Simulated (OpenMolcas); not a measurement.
A run on Cl II.

```
Program             : OpenMolcas 26.06
Method              : MS-RASPT2, IPEA 0.25 Eh, imaginary shift 0.1 Eh (closed shells correlated: 2s 2p 3s)
Basis               : ANO-RCC [8s7p5d4f2g]
Scalar Hamiltonian  : DKH2, point nucleus
Active space        : 4 electrons in 9 orbitals (RAS2 3p; RAS3 3d 4s, at most 1 electron)
State averaging     : 2S+1 = 3 even, 3 roots; 2S+1 = 1 even, 6 roots; 2S+1 = 5 odd, 6 roots; 2S+1 = 3 odd, 54 roots; 2S+1 = 1 odd, 48 roots
Spin-orbit coupling : RASSI with atomic mean-field integrals over the reference wave functions, term energies averaged over their components
```

First CASPT2 step and the start of its output:

```
&CASPT2
Multistate=3 1 2 3
Frozen=1 0
IPEA=0.25
Imaginary=0.1
MaxIter=60
WThr=0.0 0.3 0.05
PrWF=0.5
NoMix
```

```
--- CASPT2 ---
Orbital specifications:
      -----------------------

      Symmetry species                           1   2
                                                ag  au
      Frozen orbitals                            1   0
      Inactive orbitals                          2   3
      Active orbitals                            6   3
      Secondary orbitals                        42  43
      Deleted orbitals                           0   0
      Number of basis functions                 51  49
Type of calculation                        MS-CASPT2
      Fock operator                              state-specific
      IPEA shift                                 0.25
      Real shift                                 0.00
      Imaginary shift                            0.10
      The input orbitals will be transformed to quasi-canonical
Reference energy:        -460.4583215035
      E2 (Non-variational):      -0.2793524012
      Shift correction:          -0.0001328337
      E2 (Variational):          -0.2794852349
      Total energy:            -460.7378067384
      Residual norm:              0.0000003479
      Reference weight:           0.96165
      Contributions to the CASPT2 correlation energy
      Active & Virtual Only:         -0.0305370980
      One Inactive Excited:          -0.0999616905
      Two Inactive Excited:          -0.1488536127
Reference energy:        -460.4583215035
      E2 (Non-variational):      -0.2793524012
      Shift correction:          -0.0001328337
      E2 (Variational):          -0.2794852349
      Total energy:            -460.7378067384
      Residual norm:              0.0000003479
      Reference weight:           0.96165
      Contributions to the CASPT2 correlation energy
      Active & Virtual Only:         -0.0305370980
...
```

Over all roots the printed reference weights run from 0.65 to 0.96, and roots that are degenerate in the reference spread by up to 1600 cm-1.

Did the run give usable levels, and if not, why?

No. The equations converged, but the reference weight falls to 0.65 for at least one root against 0.96 for the best. A drop of that size marks an intruder state, so the energies of such roots and the levels built on them can't be trusted.
